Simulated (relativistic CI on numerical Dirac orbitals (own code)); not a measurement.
# Hyperfine structure of Pb LXIII, mass number 207

Calculated at this level of theory: Dirac-Coulomb-Breit CI, orbitals from a KLI potential per configuration, model QED, unscaled Slater integrals (own radial code, finite nucleus).

Configuration list (outside the closed core [Ne]): 3s²3p⁶3d², 3s²3p⁵3d³, 3s3p⁶3d³, 3s²3p⁶3d4s, 3s²3p⁶3d4p, 3s²3p⁶3d4d, 3s²3p⁵3d²4s, 3s²3p⁶3d4f, 3s²3p⁵3d²4p, 3s²3p⁵3d²4d, 3p⁶3d⁴, 3p⁵3d⁵, 3p⁵3d⁴4s, 3p⁶3d³4s, 3p⁵3d³4s². Double excitations out of closed p, d and f shells are left out; levels of such configurations are missing from the list, as are those of other unlisted configurations, and high levels can miss mixing partners. These lack a partner that the ground configuration has and come out too high: 3s²3p⁵3d²4p, 3s²3p⁵3d²4d.

Nuclear spin I = 1/2, μ = 0.5906 μN (tables of Stone and Pyykkö). The electronic factors are computed for point nuclear moments, without core polarisation or the Bohr-Weisskopf and QED corrections.

```csv
Level,E (cm⁻¹),A (GHz)
3s²3p⁶3d² ³F2,0,188.5
3s²3p⁶3d² ³F3,956393,106
3s²3p⁶3d² ¹G4,1086077,114.4
3s²3p⁶3d² ³P1,1103343,-12.98
3s²3p⁶3d² ³F4,1988084,73.55
```

Levels with J = 0, under 50 % of one LS term, or S terms without an open s electron are left out. Small factors come from cancelling terms and can be off by tens of per cent or more.

At this charge energies of transitions that change n are usually good to better than 1 %, and those within a shell (Δn = 0) to a few per cent.

(1) Give the hyperfine levels of 3s²3p⁶3d² ³F2 relative to its centre of gravity.

Results:

(1) With K = F(F + 1) − I(I + 1) − J(J + 1), E = AK/2: F = 3/2: -282.7, F = 5/2: 188.5 GHz.

LS names give the leading component of a level, which can be under half, so a name can repeat, a term be missing and a line seem to break the LS rules.
